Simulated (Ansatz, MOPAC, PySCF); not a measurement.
Dimer: C2H2 (SMILES C#C) (first 4 atoms) with HI (SMILES I); geometry from B3LYP-D3(BJ)/def2-TZVP.
(charge 0, multiplicity 1):
```xyz
6

C     -0.33174     0.14492     0.27935
C      0.86025     0.23622     0.34975
H     -1.38993     0.06400     0.21553
H      1.91860     0.31736     0.41061
I      0.03498    -0.07586     4.39688
H      0.12921     0.02758     2.78099
```

Monomers are frozen at their geometry in the pair; levels with a basis set take the counterpoise correction.

The state that PM7 reach isn't checked; PM7 holds dispersion and hydrogen-bond terms.

Codes used: Ansatz (an electronic-structure program) with Gaussian orbitals; MOPAC for PM7 (differences of heats of formation); PySCF for the dispersion terms. Values without a source in brackets are computed. In def2 rows elements past Kr take small-core potentials, without spin–orbit coupling.

Task: One of these levels gives -20.1 meV for the interaction energy. Which?
A) revPBE/def2-TZVPPD
B) PM7
C) PBE/def2-TZVPPD
D) PBE-D3(BJ)/def2-TZVPPD

Result: A, revPBE/def2-TZVPPD. The others give -91.9 (PM7), -76.1 (PBE/def2-TZVPPD), -117.2 (PBE-D3(BJ)/def2-TZVPPD)
